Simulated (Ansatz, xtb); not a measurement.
# Relative energy of two isomers of C7H3N2P

Structure X is `N#CC1=CC(C#N)=PC=C1`, a singlet and structure Y is `N#CC1=CC=CP=C1C#N`, a singlet. Both are isolated molecules in the gas phase, relaxed with B3LYP-D3(BJ)/def2-SVP.

Task: Estimate which is lower in electronic energy at CCSD(T)/def2-SVP + ΔMP2/def2-TZVPP, and by roughly how much.

Result: The CCSD(T)/def2-SVP + ΔMP2/def2-TZVPP calculation puts structure X lower, by 1.99 kcal/mol.

Level by level:

```tsv
level	geometry	E(Y) − E(X) (kcal/mol)	departure from the last row (kcal/mol)	job, with rough time for the two
GFN2-xTB	GFN2-xTB	+1.19	−0.79	optimisation, 0.17 s
HF/STO-3G	GFN2-xTB	+2.31	+0.32	single point, 0.78 s
r2SCAN-D4/def2-SVP	GFN2-xTB	+1.90	−0.08	single point, 7.8 s
B3LYP-D3(BJ)/def2-SVP	B3LYP-D3(BJ)/def2-SVP	+1.88	−0.11	optimisation, 61 s
HF/def2-SVP	B3LYP-D3(BJ)/def2-SVP	+3.81	+1.82	part of the CCSD(T) run
MP2/def2-SVP	B3LYP-D3(BJ)/def2-SVP	+1.09	−0.90	part of the CCSD(T) run
CCSD(T)/def2-SVP	B3LYP-D3(BJ)/def2-SVP	+2.25	+0.26	single point
CCSD(T)/def2-SVP + ΔMP2/def2-TZVPP	B3LYP-D3(BJ)/def2-SVP	+1.99		single point, 3.9 min
```

As drawn, both hold the same kinds of bond in the same numbers.

None of the levels shown reverses the order. The largest departure from CCSD(T)/def2-SVP + ΔMP2/def2-TZVPP is that of HF/def2-SVP, 1.82 kcal/mol. The last row adds to CCSD(T) the change of the MP2 difference between the two basis sets, here −0.26 kcal/mol.

With thermal terms from frequencies at re-optimised GFN2-xTB minima (ideal gas, soft modes damped towards free rotors, one conformer each, 298.15 K, 1 atm): on the last row, ΔE + ΔZPE = +1.99, ΔH = +2.01, ΔG = +2.03 kcal/mol.

The correlated steps freeze 14 core orbitals. Codes used: Ansatz 0.2.0, xtb 6.7.1; the last row on 2 threads of Arm Neoverse V2 on a shared host.
